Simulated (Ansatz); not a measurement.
Input file for CH2FNOSi, SMILES `O=C1N[SiH]1F`:

```yaml
crystal:
  periodic: [false, false, false]
  atoms:
    - {symbol: O, position_ang: [0.141541, -1.847054, 1.342969]}
    - {symbol: C, position_ang: [0.099865, -0.902902, 0.616529]}
    - {symbol: N, position_ang: [-0.300123, 0.412099, 0.736029]}
    - {symbol: Si, position_ang: [0.235371, 0.180974, -0.875533]}
    - {symbol: F, position_ang: [-0.848475, 0.243384, -2.032895]}
    - {symbol: H, position_ang: [-0.668044, 0.906388, 1.540893]}
    - {symbol: H, position_ang: [1.400963, 0.939011, -1.373691]}
basis:
  gaussian: {orbitals: def2-SVP}
correlation: {method: ccsd_t}
```

```sh
$ ansatz run in.yaml --threads 2 --pin off --events-out ev --progress --plain --max-ram 4352MiB
```

Output of Ansatz, abridged:

```
Functional definition: HF
813 factors; integrals over basis functions are off by at most 9.6e-4 eV
mean field evaluation 1: about -15137.4807 eV, gradient 4.3e1 eV
mean field evaluation 2: about -15137.5389 eV, gradient 4.3e1 eV
mean field evaluation 4: about -15141.3344 eV, gradient 4.1e0 eV
mean field evaluation 8: about -15141.4002 eV, gradient 4.7e-1 eV
mean field -15141.40254039 eV, -556.4362801481 hartree, gradient 8.9e-6 eV, S^2 0.000000; 0 other end points of the search recorded, 0 dependent functions left out
9 core orbitals not correlated: weight in the atoms' cores, before any rotation towards them, 1.000 or more for the frozen orbitals, at most 0.000 for the correlated occupied ones
reference -15141.40254039 eV, -556.4362801481 hartree; 14, 14 occupied and 61, 61 virtual orbitals, 813 factors
second order -20.30149696 eV of doubles, -0.00000000 eV of singles
cycle   1  -20.08054792 eV  change    2.2e-1 eV  update   1.3e-1
cycle   2  -20.64261182 eV  change   -5.6e-1 eV  update   4.1e-2
cycle   3  -20.80165826 eV  change   -1.6e-1 eV  update   2.2e-2
cycle   4  -20.79604085 eV  change    5.6e-3 eV  update   5.7e-3
cycle   5  -20.78952413 eV  change    6.5e-3 eV  update   2.8e-3
cycle   6  -20.79033518 eV  change   -8.1e-4 eV  update   9.0e-4
cycle   7  -20.79027589 eV  change    5.9e-5 eV  update   4.3e-4
cycle   8  -20.79000269 eV  change    2.7e-4 eV  update   1.6e-4
cycle   9  -20.79003409 eV  change   -3.1e-5 eV  update   7.1e-5
cycle  10  -20.79007058 eV  change   -3.6e-5 eV  update   2.3e-5
cycle  11  -20.79005565 eV  change    1.5e-5 eV  update   1.0e-5
perturbative correction -0.65780309 eV, -0.0241738177 hartree
Total energy: -15162.85039913 eV, -557.2244744189 hartree
```

Hardware: 2 threads of an Arm Neoverse V2 on a shared host. Wall time 2.8 s, peak host memory 0.37 GiB.

Correlation energy per correlated electron: -0.766 eV. T1 diagnostic: 0.0174.
